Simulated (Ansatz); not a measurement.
```yaml
crystal:
  periodic: [false, false, false]
  atoms:
    - {symbol: Ba, position_ang: [-0.920195, -1.279754, 0.646258]}
    - {symbol: Se, position_ang: [1.370408, -0.105231, -0.662205]}
    - {symbol: Se, position_ang: [-0.396255, 1.436732, 0.026764]}
basis:
  gaussian: {orbitals: def2-TZVP, fitting: {mean_field: def2-universal-jkfit}, point_charges: [{charge: 1.00, position_ang: [5.321, -0.338, -0.533]}]}
hamiltonian: {xc: {name: CAM-B3LYP}}
scf: {omitted_lower_state_checks: [starts]}
output: {forces: true}
```

```sh
$ ansatz run in.yaml --threads 4 --pin off --events-out ev --progress --plain --max-ram 3916MiB
```

It prints (some lines left out):

```
Functional definition: CAM-B3LYP
662 factors; integrals over basis functions are off by at most 4.1e-1 eV
662 factors; integrals over basis functions are off by at most 3.5e-3 eV
mean field evaluation 1: about -131399.5725 eV, gradient 2.4e1 eV
mean field evaluation 2: about -131399.3746 eV, gradient 2.9e1 eV
mean field evaluation 4: about -131402.1702 eV, gradient 8.8e-1 eV
mean field evaluation 8: about -131402.1783 eV, gradient 5.3e-2 eV
mean field evaluation 16: about -131402.1783 eV, gradient 4.1e-5 eV
mean field -131402.17834435 eV, -4828.9409865594 hartree, gradient 4.1e-5 eV, S^2 0.000000; 0 other end points of the search recorded, 0 dependent functions left out
reference -131402.17846783 eV, -4828.9409910973 hartree; 39, 39 occupied and 97, 97 virtual orbitals, 662 factors
Total energy: -131402.17846783 eV, -4828.9409910973 hartree
Atom 0 at    -0.920195    -1.279754     0.646258 Å, force    -0.318577    -0.382681     0.143906 eV/Å
Atom 1 at     1.370408    -0.105231    -0.662205 Å, force     0.301109     0.120108     0.030220 eV/Å
Atom 2 at    -0.396255     1.436732     0.026764 Å, force     0.529702     0.105594    -0.157322 eV/Å
Dipole moment:    -2.079399    -1.941277     1.102203 e Å
Checks for a lower state left out: starts
```

It took 2.9 s on 4 threads of Arm Neoverse V2 on a shared host.

In the def2 sets Ba takes a core potential; there is no spin–orbit coupling.
